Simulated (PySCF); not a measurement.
Mean polarisability (bohr³) of eight silicon and germanium compounds: PBE beside ωB97X, computed with PySCF for isolated molecules in the bases named; differences from unrounded values. The eight are the first of their class met in an unordered collection, after screening for sound electronic states; none was chosen by its value. Each molecule has one DFT geometry for both levels.

```tsv
molecule	basis	ωB97X
GeCl₂, SMILES [Cl][Ge][Cl] (connectivity only; charge and spin as stated), neutral, multiplicity 1	def2-TZVPD	60.7
Ge(H)2(vinyl)2 (C4H8Ge), SMILES C=[CH][GeH2][CH]=C	def2-TZVP	79.1
Si(F)2(Et)(NH2) (C₂H₇F₂NSi), SMILES F[Si](F)(N)CC	def2-TZVP	52.8
C2H7FSi2, SMILES F[SiH2]/C=C\[SiH3]	def2-TZVP	74.9
FH6NOSi2, SMILES [Si@@H](O)(F)N[SiH3]	def2-TZVP	58.5
3-silyloxypropanenitrile (C3H7NOSi), SMILES N#CCCO[SiH3]	def2-TZVP	67.8
Si(H)2(OAc)(OH) (C2H6O3Si), SMILES CC(=O)O[SiH2]O	def2-TZVP	56.3
C₃H₅ClGeO, SMILES C=[C](Cl)[GeH2][CH]=O	def2-TZVP	80.4
```

**Question.** Estimate the PBE values and say how PBE differs from ωB97X over the set. (An estimate is asked for; the answer gives what the named calculation found.)

**Answer.** 
| molecule | PBE | difference |
|---|---|---|
| GeCl₂, SMILES [Cl][Ge][Cl] (connectivity only; charge and spin as stated), neutral, multiplicity 1 | 63.4 | 2.7 |
| Ge(H)2(vinyl)2 (C4H8Ge), SMILES C=[CH][GeH2][CH]=C | 82.3 | 3.2 |
| Si(F)2(Et)(NH2) (C₂H₇F₂NSi), SMILES F[Si](F)(N)CC | 55.8 | 3.0 |
| C2H7FSi2, SMILES F[SiH2]/C=C\[SiH3] | 78.8 | 3.8 |
| FH6NOSi2, SMILES [Si@@H](O)(F)N[SiH3] | 62.2 | 3.7 |
| 3-silyloxypropanenitrile (C3H7NOSi), SMILES N#CCCO[SiH3] | 71.4 | 3.6 |
| Si(H)2(OAc)(OH) (C2H6O3Si), SMILES CC(=O)O[SiH2]O | 59.8 | 3.5 |
| C₃H₅ClGeO, SMILES C=[C](Cl)[GeH2][CH]=O | 85.6 | 5.2 |
PBE lies below ωB97X in 0 and above it in 8 of the eight; the mean signed difference is 3.6 and the largest 5.2 bohr³.
